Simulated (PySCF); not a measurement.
HNP, SMILES [NH+]#P, charge +1. Coordinates come from a ωB97X-D3(BJ)/def2-TZVPD optimisation. The isomer is the one that the SMILES or the coordinates give; other isomers of the formula were not compared.

### Question
Give the equilibrium geometry at ωB97X-D3(BJ)/def2-TZVPD (PySCF confirms it by a frequency run) as a Z-matrix, and its point group. (The exact figures need the calculation; the answer reports its results.)

### Answer
point group C∞v.
```
N
H 1 1.0143
P 1 1.4476 2 180.00
```
Charge +1, spin multiplicity 1.
